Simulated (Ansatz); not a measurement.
A run for Ansatz (a first-principles code): R-B3LYP/def2-TZVPP on H4PbSSi (SMILES [SiH3][Pb][SH]), a point of a torsion scan. Elements past Kr take the def2 small-core potentials; no spin–orbit coupling.

Ansatz 0.2 input:
```yaml
crystal:
  periodic: [false, false, false]
  atoms:
    - {symbol: Si, position_ang: [-1.32632222, -0.24302638, 0.02554467]}
    - {symbol: Pb, position_ang: [0.76295417, 1.25159660, -0.75596429]}
    - {symbol: S, position_ang: [2.51678429, -0.26707569, 0.25178947]}
    - {symbol: H, position_ang: [-1.70973031, -1.18825581, -1.02833792]}
    - {symbol: H, position_ang: [-2.56151681, 0.50486624, 0.28285520]}
    - {symbol: H, position_ang: [-1.15407789, -1.08045737, 1.21286185]}
    - {symbol: H, position_ang: [1.85858495, -0.78942276, 1.27133141]}
basis:
  gaussian:
    orbitals: def2-TZVPP
hamiltonian:
  xc: {name: B3LYP}
scf: {lower_state_search: off}
```

Task: What total energy does the run end on?

Result: -883.1222 hartree.
